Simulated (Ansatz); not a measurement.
C2H (SMILES [C]#C), charge 0, multiplicity 2, relaxed at each level with Ansatz (a quantum-chemistry and plane-wave program); harmonic frequencies from differences of analytic forces, average atomic masses, frozen cores. Open shells are unrestricted. Negative entries are imaginary modes: that level's stationary point is a saddle.

Task: Give the equilibrium geometry, the harmonic frequencies and the zero-point energy at PBE/def2-TZVPP.

Result: 
(charge 0, multiplicity 2):
```xyz
3

C      0.0000     0.0000    -0.7383
C      0.0000     0.0000     0.4730
H      0.0000     0.0000     1.5454
```
Frequencies (cm⁻¹): -252, -252, 2032, 3381. Zero-point energy 7.74 kcal/mol.

Task: Give the equilibrium geometry, the harmonic frequencies and the zero-point energy at CCSD(T)/cc-pVTZ.

Result: 
(charge 0, multiplicity 2):
| atom | x (Å) | y (Å) | z (Å) |
|---|---|---|---|
| C | 0.0000 | 0.0000 | -0.7360 |
| C | 0.0000 | 0.0000 | 0.4760 |
| H | 0.0000 | 0.0000 | 1.5402 |
Frequencies (cm⁻¹): 411, 411, 2052, 3460. Zero-point energy 9.05 kcal/mol.

Doubts at one or more of the structures used: a spin-contaminated determinant (CCSD(T)/cc-pVTZ); T1 above 0.05 (CCSD(T)/cc-pVTZ).
